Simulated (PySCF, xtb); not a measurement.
Ge(H)(F)2(vinyl) (C₂H₄F₂Ge), SMILES [CH]([GeH]([F])[F])=C.

GFN2-xTB run with xtb at its own geometry gives an orbital gap of 4.77 eV and a dipole moment of 4.26 D.

Geometry optimised at ωB97X-D3(BJ)/def2-SVP. One conformer was computed; it need not be the lowest.

**Question.** What does PBE/def2-TZVP run with PySCF give? (The exact figures need the calculation; the answer reports its results.)

**Answer.** gap 5.42 eV (levels -7.58 and -2.15 eV), dipole 2.99 D.
